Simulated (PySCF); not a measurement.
Isomers of C5H6OS, one conformer each; single-point electronic energies without zero-point terms and without any empirical dispersion term.

All values: wB97X-D/pcSseg-2 (PySCF, non-relativistic), each on one gas-phase PBE0-D3(BJ)/def2-TZVP geometry that isn't relaxed in the solvent. The solvent is an IEF-PCM continuum (van der Waals radii × 1.2). Specific hydrogen bonds and non-electrostatic terms are outside this model.

| isomer | relative energy, gas (kJ/mol) | dipole (D) |
| --- | --- | --- |
| `SCc1ccco1` | 0.0 | 1.57 |
| `c1(OC)ccsc1` | 6.7 | 1.07 |
| `CSc1ccoc1` | 15.5 | 0.91 |
| `COc1cccs1` | 21.1 | 1.05 |

**Question.** How do the relative energies look in chloroform (ε = 4.711)?

**Answer.** 
| isomer | relative energy, solvent (kJ/mol) | E(solvent) − E(gas) (kJ/mol) | dipole in solvent (D) |
| --- | --- | --- | --- |
| `SCc1ccco1` | 0.0 | -15.2 | 1.92 |
| `c1(OC)ccsc1` | 9.5 | -12.5 | 1.27 |
| `CSc1ccoc1` | 16.5 | -14.2 | 1.22 |
| `COc1cccs1` | 24.2 | -12.0 | 1.27 |

The order is unchanged. Conformers: `[SH:1][CH2:2][c:3]1[cH:4][cH:5][cH:6][o:7]1` with H–S1–C2–C3 -62°, S1–C2–C3–C4 -106°; `[CH3:1][O:2][c:3]1[cH:4][cH:5][s:6][cH:7]1` with C1–O2–C3–C4 179°; `[CH3:1][S:2][c:3]1[cH:4][cH:5][o:6][cH:7]1` with C1–S2–C3–C4 -179°; `[CH3:1][O:2][c:3]1[cH:4][cH:5][cH:6][s:7]1` with C1–O2–C3–C4 -179°. `SCc1ccco1` gains most from the continuum, and it has the largest gas-phase dipole. The gains span 3.2 kJ/mol, the gas-phase energies 21.1 kJ/mol.
